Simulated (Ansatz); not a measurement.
In11P11H28, a nanocrystal cut from wurtzite InP (hydrogen-capped). The state is a singlet with charge 0. Geometry PBE-D4/def2-SVP.

```xyz
50

In    0.880    4.526   -1.327
P     0.339    3.540   -3.748
In    1.477    3.006    2.238
P    -0.400    2.062    3.830
P     0.782    2.235   -0.065
In   -1.622    1.301    0.024
In   -0.223    1.031   -4.215
P    -2.017    0.494   -2.434
In   -1.255   -0.431    3.804
P    -1.713   -0.903    1.365
In   -4.160   -1.810    1.560
In   -2.620   -1.985   -2.841
P    -4.430   -2.458   -1.015
P     3.380    1.336    3.015
In    2.571    0.616   -0.939
P     1.782   -0.247   -3.239
In    3.235   -1.282    2.830
P     1.090   -1.545    4.328
P     2.225   -1.536    0.514
In   -0.098   -2.741    0.591
In    1.624   -2.874   -3.475
P    -0.504   -3.123   -1.929
H    -0.520    5.467   -0.898
H     2.540    5.043   -1.409
H    -0.700    4.301   -4.375
H     1.383    3.883   -4.666
H     1.920    4.627    2.684
H    -1.560    2.847    3.530
H    -0.210    2.523    5.174
H    -2.799    2.477    0.554
H    -0.669    0.720   -5.866
H    -3.176    1.209   -2.887
H    -2.342   -0.735    5.126
H    -5.241   -0.468    1.805
H    -4.124   -3.330    2.408
H    -3.141   -2.390   -4.449
H    -5.659   -1.937   -1.534
H    -4.762   -3.845   -1.145
H     3.855    1.705    4.316
H     4.550    1.709    2.280
H     4.215    1.192   -0.817
H     2.857    0.131   -4.111
H     4.627   -2.103    3.458
H     1.432   -1.342    5.705
H     0.846   -2.953    4.404
H     3.105   -2.504   -0.076
H    -0.034   -4.152    1.618
H     1.123   -3.219   -5.105
H     2.975   -3.551   -2.603
H    -0.838   -4.517   -1.993
```

In the def2 sets In takes a core potential; there is no spin–orbit coupling. Single mean-field runs in def2-SVP are fitted with def2-universal-jkfit.

Estimate the orbital energies around the gap (eV) in Ansatz with PBE-D4/def2-SVP, r2SCAN-D4/def2-SVP, PBE0-D4/def2-SVP.


```
orbital  PBE-D4/def2-SVP  r2SCAN-D4/def2-SVP  PBE0-D4/def2-SVP
 HOMO−9            -6.44               -6.70             -7.49
 HOMO−8            -6.43               -6.68             -7.47
 HOMO−7            -6.41               -6.67             -7.44
 HOMO−6            -6.32               -6.58             -7.36
 HOMO−5            -6.12               -6.37             -7.11
 HOMO−4            -5.99               -6.23             -6.96
 HOMO−3            -5.91               -6.14             -6.86
 HOMO−2            -5.88               -6.11             -6.84
 HOMO−1            -5.78               -6.01             -6.75
   HOMO            -5.61               -5.83             -6.55
   LUMO            -2.11               -1.92             -1.40
 LUMO+1            -2.08               -1.88             -1.39
 LUMO+2            -2.06               -1.87             -1.37
 LUMO+3            -2.02               -1.82             -1.25
 LUMO+4            -1.89               -1.70             -1.19
 LUMO+5            -1.82               -1.62             -1.09
```
